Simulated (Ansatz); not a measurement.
`O=C=[N][Al]([Cl])[Cl]`, relaxed with RKS PBE-D4/def2-SVP in Ansatz 0.2.0 from a rough embedded geometry. The force threshold is 0.03 eV/Å; the program also tests the step.

Charge 0, multiplicity 1.

Start:

```xyz
6

O     0.864    2.543    0.585
C     0.454    1.443    0.877
N     0.039    0.274    1.159
Al   -0.304   -0.953   -0.372
Cl   -1.017   -3.010    0.150
Cl   -0.035   -0.296   -2.399
```

How much energy does the relaxation release, and in how many steps? (Estimate.)

Computed: 81.87 kJ/mol, in 11 steps, 1 of them rejected.

Which bonds change most? (Best estimate.)

Computed: N3–Al4 from 1.992 to 1.764 Å; Al4–Cl5 from 2.239 to 2.091 Å; C2–N3 from 1.273 to 1.214 Å; Al4–Cl6 from 2.148 to 2.091 Å.

Give the relaxed structure. (An estimate is asked.)

The calculation gave: 
```xyz
6

O     0.797    2.481    1.529
C     0.486    1.512    0.934
N     0.165    0.514    0.321
Al   -0.300   -0.933   -0.575
Cl   -0.910   -2.646    0.457
Cl   -0.238   -0.928   -2.665
```
